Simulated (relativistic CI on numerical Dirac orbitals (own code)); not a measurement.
# Radial parameters of La23+

Calculated at this level of theory: Dirac-Coulomb-Breit CI, KLI orbitals optimised for each configuration, model QED (radiative potential, 1s self-energy scaled to tabulated hydrogen-like ionisation energies), unscaled Slater integrals (own radial code, finite nucleus).

Slater integrals F^k, G^k are unscaled and averaged over j, outside the closed core [Ar] 3d10; ζ comes from projecting the Hamiltonian with its Breit term on Σ l·s of the shell.

- 4s²4p⁴: F^2(4p,4p) = 167850, ζ(4p) = 119020 cm⁻¹; <r>(4p) = 0.6153, <r^2>(4p) = 0.4274 (bohr units).
- 4s4p⁵: G^1(4s,4p) = 220090, ζ(4p) = 118890 cm⁻¹; <r>(4s) = 0.5979, <r^2>(4s) = 0.4011, <r>(4p) = 0.6155, <r^2>(4p) = 0.4277 (bohr units).
- 4s²4p³4d: F^2(4p,4p) = 167830, ζ(4p) = 119330, F^2(4p,4d) = 163180, G^1(4p,4d) = 204720, G^3(4p,4d) = 130640, ζ(4d) = 14086 cm⁻¹; <r>(4p) = 0.6153, <r^2>(4p) = 0.4274, <r>(4d) = 0.6296, <r^2>(4d) = 0.4523 (bohr units).

Averages of the first 10 configurations, taken without configuration mixing, which lowers the lowest level and can move excited configurations by several eV; other configurations of the list can lie among them:

| Configuration | Parity | States | Average energy above the lowest level (eV) |
| --- | --- | --- | --- |
| 4s²4p⁴ | even | 15 | 18.2 |
| 4s4p⁵ | odd | 12 | 98.3 |
| 4s²4p³4d | odd | 200 | 126.2 |
| 4p⁶ | even | 1 | 186.0 |
| 4s4p⁴4d | even | 300 | 203.1 |
| 4s²4p³4f | even | 280 | 239.9 |
| 4s4p⁴4f | odd | 420 | 317.1 |
| 4p⁵4d | odd | 60 | 287.5 |
| 4s4p³4d² | odd | 1800 | 309.9 |
| 4s²4p²4d4f | odd | 2100 | 348.3 |
